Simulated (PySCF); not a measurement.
BH3N, SMILES B[NH], multiplicity 2. Atoms are numbered in the order given.

```xyz
5

B     -0.0142    -0.6876     0.0000
N      0.0590     0.6368     0.0000
H      0.9685    -1.3999     0.0000
H     -1.1104    -1.2300     0.0000
H     -0.1999     1.6102     0.0000
```
Charge 0, spin multiplicity 2.

Coordinates come from a PBE-D3(BJ)/def2-TZVP optimisation. The isomer is the one that the SMILES or the coordinates give; other isomers of the formula were not compared.

The numbers are results of PBE/def2-TZVPD (PySCF), not measurements.

Mulliken values depend strongly on the basis, most of all with diffuse functions as here. ESP charges are fitted to the potential on shells at 1.4 to 2.0 van der Waals radii. Atomic charges (e):

```json
[
 {"atom": "B1", "meta-Löwdin": "-0.14", "ESP fit": "(withheld)", "Mulliken spin": "-0.09"},
 {"atom": "N2", "meta-Löwdin": "-0.23", "ESP fit": "(withheld)", "Mulliken spin": "0.82"},
 {"atom": "H3", "meta-Löwdin": "0.05", "ESP fit": "(withheld)", "Mulliken spin": "0.12"},
 {"atom": "H4", "meta-Löwdin": "0.05", "ESP fit": "(withheld)", "Mulliken spin": "0.16"},
 {"atom": "H5", "meta-Löwdin": "0.27", "ESP fit": "(withheld)", "Mulliken spin": "-0.01"}
]
```

Problem. Some entries are withheld; supply them. (An estimate is asked for; the answer gives what the named calculation found.)

Solution. 
- B1, ESP fit: 0.03
- N2, ESP fit: -0.41
- H3, ESP fit: 0.02
- H4, ESP fit: 0.01
- H5, ESP fit: 0.35
